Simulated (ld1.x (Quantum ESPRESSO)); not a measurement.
**Plane-wave convergence, RRKJ potential for Co (Z = 27)**

```json
{
 "Element": "Co",
 "Generator": "ld1.x (Quantum ESPRESSO) 7.5",
 "Type": "norm-conserving RRKJ (Kleinman–Bylander form)",
 "Functional": "LDA (PZ)",
 "Relativity": "scalar-relativistic",
 "Frozen core": "[Ne]",
 "Valence charge": "17",
 "Reference configuration": "3s2 3p6 3d7 4s2 4p0",
 "Partial waves": "3s (bound): rc 1.30 bohr; 3d (bound): rc 1.10 bohr; 3p (bound): rc 1.00 bohr",
 "Local potential": "the p channel",
 "Core correction": "Bessel-smoothed model core, default radius (core density twice the valence density)"
}
```

Occupied shells without a wave of their own: 4s. They enter only through the test configuration that unscreens the potential, and ld1.x also counts them in the model core charge.

The pseudo-atom Hamiltonian at the reference potential is diagonalised in spherical Bessel functions j_l(qr) that vanish at 20 bohr, with q² up to the cutoff. All-electron valence levels (Ry): 3s -7.4873, 4s -0.4175, 3d -0.6217, 3p -4.8151, 4p -0.1022.

Question: How do the lowest levels (Ry) of each channel move with the cutoff, and are there ghosts?

Answer:

| cutoff (Ry) | s #1 | s #2 | s #3 | d #1 | p #1 | p #2 | p #3 | f #1 | f #2 | Σ f·Δε (mRy) |
| --- | --- | --- | --- | --- | --- | --- | --- | --- | --- | --- |
| 8 | -6.5725 | -0.3191 | 0.0158 | 0.0620 | -1.5425 | -0.0094 | 0.0774 | 0.1135 | 0.2407 | 26515.3 |
| 21 | -7.4542 | -0.4422 | 0.0048 | 0.0608 | -3.6549 | -0.0638 | 0.0564 | 0.1135 | 0.2407 | 11823.7 |
| 45 | -7.4760 | -0.4506 | 0.0039 | 0.0518 | -4.7410 | -0.0993 | 0.0495 | 0.1135 | 0.2407 | 5183.0 |
| 80 | -7.4871 | -0.4509 | 0.0039 | -0.3861 | -4.8134 | -0.1031 | 0.0489 | 0.1135 | 0.2407 | 1660.6 |
| 140 | -7.4873 | -0.4510 | 0.0039 | -0.6212 | -4.8150 | -0.1031 | 0.0489 | 0.1135 | 0.2407 | 4.9 |
| 260 | -7.4873 | -0.4510 | 0.0039 | -0.6218 | -4.8151 | -0.1031 | 0.0489 | 0.1135 | 0.2407 | 0.1 |
| 400 | -7.4873 | -0.4510 | 0.0039 | -0.6218 | -4.8151 | -0.1031 | 0.0489 | 0.1135 | 0.2407 | 0.0 |

Result: no extra level below or beside the all-electron valence levels (s, d, p, f tested); 10 mRy is reached at 140 Ry and 1 mRy at 200 Ry.

The potential misses its own reference levels by up to 0.5 eV. ld1.x takes every shell without a wave as core, so the model core holds the 4s electrons as well and exchange and correlation see them twice. This cancels in the reference configuration, but the file is broken for other ones, and its errors say nothing about a proper core correction. Its largest configuration-test error is -4629 meV.
